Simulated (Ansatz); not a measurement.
Mulliken charges of `OB(O)O[SiH3]` from PBE/def2-TZVPP in Ansatz (PBE0-D4/def2-TZVP geometry).

| atom | x (Å) | y (Å) | z (Å) | charge (e) |
| --- | --- | --- | --- | --- |
| O1 | -0.049 | 1.214 | -1.187 | -0.277 |
| B2 | -0.262 | -0.121 | -1.000 | 0.298 |
| O3 | -0.662 | -0.897 | -2.050 | -0.281 |
| O4 | -0.070 | -0.662 | 0.239 | -0.332 |
| Si5 | 0.404 | 0.056 | 1.650 | 0.366 |
| H6 | -0.212 | 1.490 | -2.092 | 0.204 |
| H7 | -0.778 | -1.816 | -1.797 | 0.204 |
| H8 | 1.756 | 0.652 | 1.506 | -0.061 |
| H9 | 0.438 | -1.018 | 2.671 | -0.059 |
| H10 | -0.565 | 1.103 | 2.058 | -0.061 |

Problem. By hand: the dipole of these point charges (1 e Å = 4.8032 D).

Solution. Σ q r = (-0.008, 0.007, -0.037) e Å, of length 0.038 e Å = 0.18 D.

Problem. How does the dipole of the full density compare? (Best estimate.)

Solution. Computed: (-0.049, -0.113, -0.115) e Å, 0.81 D; the point charges give 0.22 times that, at 54° from its direction.

Point charges leave out the atoms' own dipoles, such as those of lone pairs, and Mulliken's split depends on the basis, so the two needn't agree.
